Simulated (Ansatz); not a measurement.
Species: SiH (charge +1, singlet). 
Structure (B3LYP-D3(BJ)/def2-TZVP (Ansatz, a first-principles code) minimum search):
```xyz
2

Si     0.0000     0.0000    -0.1010
H      0.0000     0.0000     1.4139
```
Charge +1, spin multiplicity 1.

Basis-set convergence of Hartree-Fock and CCSD correlation energies (hartree) with Ansatz. Valence correlation only, unless marked. Spin-orbit coupling is left out. Non-relativistic.

The Hartree-Fock reference is unstable (checked in the largest basis), which strains HF and MP2. 

```
basis       functions       E(HF)  E(corr, CCSD)
----------  ---------  ----------  -------------
def2-SVP           23  -289.05882       -0.08153
def2-TZVPP         56  -289.15922       -0.09241
def2-QZVPP        100  -289.16751       -0.09545
```

Extrapolating the two largest sets (X = 3 and 4) as X^-3: E(corr) = (64·(-0.09545) - 27·(-0.09241))/37 = -0.0977 Eh, an estimate of the basis-set limit. The largest set recovers 97.7 % of it, the smallest 83.5 %.
